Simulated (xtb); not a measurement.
xtb job for C₅H₃F, SMILES C#CC(F)=C=C, GFN2-xTB. 

```
$ xtb mol.xyz --gfn 2 --ohess tight --chrg 0 --uhf 0 --json
$ cat mol.xyz
9

C      2.46990000    -0.32250000     0.48220000
C      1.47610000    -0.11170000    -0.09770000
C      0.24210000     0.18420000    -0.80520000
F      0.28610000     0.47510000    -2.14280000
C     -0.88320000     0.12240000    -0.16790000
C     -2.04480000     0.07450000     0.40740000
H      3.38410000    -0.52430000     1.00150000
H     -2.90060000     0.27040000    -0.15310000
H     -2.04280000    -0.17540000     1.42860000
```

Log of the run:

```
[...]
Hessian scale factor :   1.00000
frozen atoms in %    :   0.00000    0
RMS gradient         :   0.00062
estimated CPU  time      0.00 min

writing file <hessian>.

 projected vibrational frequencies (cm⁻¹)
eigval :       -0.00     0.00     0.00     0.00     0.00     0.00
eigval :      107.29   190.89   201.84   270.17   467.94   472.25
eigval :      533.34   592.84   653.55   678.44   731.16   878.88
eigval :      957.55  1134.39  1280.76  1426.17  2064.00  2252.20
eigval :     3063.16  3067.87  3397.12
           -------------------------------------------------
          |                Property Printout                |
           -------------------------------------------------

    * Orbital Energies and Occupations

         #    Occupation            Energy/Eh            Energy/eV
      -------------------------------------------------------------
         1        2.0000           -0.8074429             -21.9716
       ...           ...                  ...                  ...
         3        2.0000           -0.6338685             -17.2484
         4        2.0000           -0.6164520             -16.7745
         5        2.0000           -0.5760986             -15.6764
         6        2.0000           -0.5531487             -15.0519
         7        2.0000           -0.5294666             -14.4075
         8        2.0000           -0.5187788             -14.1167
         9        2.0000           -0.5117679             -13.9259
        10        2.0000           -0.5051617             -13.7461
        11        2.0000           -0.4652175             -12.6592
        12        2.0000           -0.4540945             -12.3565
        13        2.0000           -0.4412534             -12.0071
        14        2.0000           -0.4325327             -11.7698
        15        2.0000           -0.3943769             -10.7315 (HOMO)
        16                         -0.2424060              -6.5962 (LUMO)
        17                         -0.2350267              -6.3954
        18                         -0.1744132              -4.7460
        19                         -0.1107271              -3.0130
        20                          0.0308284               0.8389
        21                          0.1285211               3.4972
        22                          0.1691784               4.6036
        23                          0.3008310               8.1860
        24                          0.3418532               9.3023
        25                          0.4190167              11.4020
        26                          1.0526204              28.6433
        27                          1.4244462              38.7612
      -------------------------------------------------------------
                  HL-Gap            0.1519709 Eh            4.1353 eV
             Fermi-level           -0.3183915 Eh           -8.6639 eV

     #   Z          covCN         q      C6AA      α(0)
     1   6 C        1.909    -0.082    33.339     9.325
     2   6 C        1.979    -0.017    31.504     9.064
     3   6 C        2.745     0.183    24.062     8.032
     4   9 F        0.788    -0.228    11.532     4.011
     5   6 C        1.980    -0.021    31.610     9.080
     6   6 C        2.833    -0.075    29.869     8.956
     7   1 H        0.928     0.092     1.864     2.135
     8   1 H        0.926     0.074     2.042     2.235
     9   1 H        0.926     0.074     2.043     2.235

 Mol. C6AA /au·bohr⁶  :       1216.091686
 Mol. C8AA /au·bohr⁸  :      30781.217558
 Mol. α(0) /au        :         55.072423


Wiberg/Mayer (AO) data.
largest (>0.10) Wiberg bond orders for each atom

 ---------------------------------------------------------------------------
     #   Z sym  total        # sym  WBO       # sym  WBO       # sym  WBO
 ---------------------------------------------------------------------------
     1   6 C    3.972 --     2 C    2.828     7 H    0.969     5 C    0.115
     2   6 C    3.980 --     1 C    2.828     3 C    1.088
     3   6 C    3.886 --     5 C    1.757     2 C    1.088     4 F    0.924
     4   9 F    1.078 --     3 C    0.924
     5   6 C    3.981 --     6 C    2.019     3 C    1.757     1 C    0.115
     6   6 C    3.990 --     5 C    2.019     9 H    0.940     8 H    0.940
     7   1 H    0.990 --     1 C    0.969
     8   1 H    0.995 --     6 C    0.940
     9   1 H    0.995 --     6 C    0.940
 ---------------------------------------------------------------------------

Topologies differ in total number of bonds
Writing topology from bond orders to xtbtopo.mol

molecular dipole:
                 x           y           z       tot (Debye)
 q only:       -0.304      -0.151       0.868
   full:       -0.314      -0.170       0.965       2.615
molecular quadrupole (traceless):
                xx          xy          yy          xz          yz          zz
 q only:        5.312      -0.611      -0.307       0.864       0.901      -5.004
  q+dip:       10.080      -1.310      -2.071       1.713       1.071      -8.009
   full:        7.256      -0.894      -0.543       1.406       1.158      -6.713

           -------------------------------------------------
          |                Geometry Summary                 |
           -------------------------------------------------

      molecular mass/u    :       82.0759049
   center of mass at/Å    :        0.2575518       0.0758225      -0.4852653
  moments of inertia/u·Å² :        0.8240681E+02   0.1912218E+03   0.2702361E+03
rotational constants/cm⁻¹ :        0.2045660E+00   0.8815748E-01   0.6238113E-01

 * 6 selected distances

     #   Z          #   Z                                           value/Å
     1   6 C        2   6 C                                       1.2002901
     3   6 C        5   6 C                                       1.3081484 (max)
     5   6 C        6   6 C                                       1.2915476
     1   6 C        7   1 H                                       1.0489049 (min)
Molecule has the following symmetry elements: (sigma)
It seems to be the Cs point group
     6   6 C        8   1 H                                       1.0793442
     6   6 C        9   1 H                                       1.0794277

 * 2 distinct bonds (by element types)

   Z      Z             #   av. dist./Å        max./Å        min./Å
   1 H    6 C           3     1.0692256     1.0794277     1.0489049
   6 C    6 C           3     1.2666620     1.3081484     1.2002901

           -------------------------------------------------
          |               Frequency Printout                |
           -------------------------------------------------
 projected vibrational frequencies (cm⁻¹)
eigval :       -0.00     0.00     0.00     0.00     0.00     0.00
eigval :      107.29   190.89   201.84   270.17   467.94   472.25
eigval :      533.34   592.84   653.55   678.44   731.16   878.88
eigval :      957.55  1134.39  1280.76  1426.17  2064.00  2252.20
eigval :     3063.16  3067.87  3397.12
 reduced masses (amu)
   1: 10.96   2: 15.25   3: 14.11   4: 12.50   5: 12.92   6: 11.87   7: 11.05   8: 10.65
   9: 13.75  10:  9.99  11: 13.08  12: 11.00  13: 12.31  14:  2.48  15:  3.25  16:  3.13
  17: 14.40  18:  3.56  19:  4.53  20: 12.73  21:  6.96  22:  6.68  23: 11.91  24: 11.07
  25:  1.51  26:  2.08  27:  2.51
 IR intensities (km·mol⁻¹)
   1:  0.29   2:  0.85   3:  0.35   4:  0.42   5:  1.07   6:  1.31   7:  0.56   8:  0.01
   9:  0.49  10:  1.95  11:  4.76  12:  0.01  13:  4.10  14:  8.14  15: 17.51  16: 18.60
  17: 27.85  18: 28.72  19:  4.59  20:177.89  21: 16.99  22: 30.66  23: 39.02  24:  2.04
  25: 11.31  26:  7.77  27: 13.10
 Raman intensities (Ä⁴*amu⁻¹)
   1:  0.00   2:  0.00   3:  0.00   4:  0.00   5:  0.00   6:  0.00   7:  0.00   8:  0.00
   9:  0.00  10:  0.00  11:  0.00  12:  0.00  13:  0.00  14:  0.00  15:  0.00  16:  0.00
  17:  0.00  18:  0.00  19:  0.00  20:  0.00  21:  0.00  22:  0.00  23:  0.00  24:  0.00
  25:  0.00  26:  0.00  27:  0.00
 output can be read by thermo (or use thermo option).
 writing <g98.out> molden fake output.
 recommended (thermochemical) frequency scaling factor: 1.0
           -------------------------------------------------
          |             Thermodynamic Functions             |
           -------------------------------------------------

cs  symmetry found (for desy threshold:  0.10E+00) used in thermo

          ...................................................
          :                      SETUP                      :
          :.................................................:
          :  # frequencies                          21      :
          :  # imaginary freq.                       0      :
          :  linear?                             false      :
          :  only rotor calc.                    false      :
          :  symmetry                               cs      :
          :  rotational number                       1      :
          :  scaling factor                  1.0000000      :
          :  rotor cutoff                   50.0000000 cm⁻¹ :
          :  imag. cutoff                  -20.0000000 cm⁻¹ :
          :.................................................:

    mode    ω/cm⁻¹     T·S(HO)/kcal·mol⁻¹    T·S(FR)/kcal·mol⁻¹   T·S(vib)
   ------------------------------------------------------------------------
       1    107.29    -0.98905 ( 95.50%)    -0.83010 (  4.50%)    -0.98189
       2    190.89    -0.66164 ( 99.53%)    -0.65954 (  0.47%)    -0.66163
       3    201.84    -0.63096 ( 99.62%)    -0.64302 (  0.38%)    -0.63101
       4    270.17    -0.47558 ( 99.88%)    -0.55668 (  0.12%)    -0.47567
   ------------------------------------------------------------------------

   temp. (K)  partition function   enthalpy   heat capacity  entropy
                                   cal/mol     cal/K/mol   cal/K/mol   J/K/mol
 298.15  VIB   15.0                 2302.801     16.205     13.076
         ROT  0.158E+06              888.752      2.981     26.765
         INT  0.236E+07             3191.553     19.186     39.840
         TR   0.719E+27             1481.254      4.968     39.111
Note: The following floating-point exceptions are signalling: IEEE_UNDERFLOW_FLAG IEEE_DENORMAL
normal termination of xtb
         TOT                        4672.8073    24.1545    78.9517   330.3338

       T/K    H(0)-H(T)+PV         H(T)/Eh          T*S/Eh         G(T)/Eh
   ------------------------------------------------------------------------
    298.15    0.744659E-02    0.630836E-01    0.375125E-01    0.255711E-01
   ------------------------------------------------------------------------

         :::::::::::::::::::::::::::::::::::::::::::::::::::::
         ::                  THERMODYNAMIC                  ::
         :::::::::::::::::::::::::::::::::::::::::::::::::::::
         :: total free energy         -16.785426033954 Eh   ::
         ::.................................................::
         :: total energy              -16.810997114455 Eh   ::
         :: zero point energy           0.055636979204 Eh   ::
         :: G(RRHO) w/o ZPVE           -0.030065898703 Eh   ::
         :: G(RRHO) contrib.            0.025571080501 Eh   ::
         :::::::::::::::::::::::::::::::::::::::::::::::::::::

optimized geometry written to: xtbopt.xyz


           -------------------------------------------------
          | TOTAL ENERGY              -16.810997114455 Eh   |
          | TOTAL ENTHALPY            -16.747913542767 Eh   |
          | TOTAL FREE ENERGY         -16.785426033954 Eh   |
          | GRADIENT NORM               0.000624307386 Eh/α |
          | HOMO-LUMO GAP               4.135340026653 eV   |
           -------------------------------------------------

------------------------------------------------------------------------
------------------------------------------------------------------------
 total:
 SCF:
 ANC optimizer:
 analytical hessian:
```

The run converged.

Cost: very roughly 0.4 core-seconds.
